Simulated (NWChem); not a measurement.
# C2H4FNSi; SMILES C#C[Si@H](F)N

```xyz
9

C      0.0120     2.5498    -0.1571
C      0.0158     1.3496     0.0416
Si     0.0282    -0.4509     0.3678
N     -1.3972    -1.1198    -0.2797
F      1.3955    -1.0238    -0.3074
H      0.0087     3.6114    -0.3327
H      0.1235    -0.7750     1.8101
H     -1.7656    -0.8145    -1.1727
H     -1.7067    -2.0532    -0.0368
```
Atoms are numbered in this order, from 1.

Computed with NWChem. Pople sets run with spherical d functions. Geometry: optimised at PBE0/def2-SVP. Level M06-2X/6-31G*: energy and gradient on several grids; changes count from the extra-fine grid, which is no exact limit either.

```json
[
 {"grid": "xcoarse", "size of the energy change (μHa)": "4000", "largest change of a gradient component (μHa/bohr)": "10000", "time, medium = 1 (rough)": "about 1"},
 {"grid": "coarse", "size of the energy change (μHa)": "1000", "largest change of a gradient component (μHa/bohr)": "900", "time, medium = 1 (rough)": "about 1"},
 {"grid": "medium", "size of the energy change (μHa)": "100", "largest change of a gradient component (μHa/bohr)": "500", "time, medium = 1 (rough)": "about 1"},
 {"grid": "fine", "size of the energy change (μHa)": "< 10", "largest change of a gradient component (μHa/bohr)": "200", "time, medium = 1 (rough)": "about 1"},
 {"grid": "xfine", "size of the energy change (μHa)": "< 10", "largest change of a gradient component (μHa/bohr)": "< 30", "time, medium = 1 (rough)": "2"}
]
```
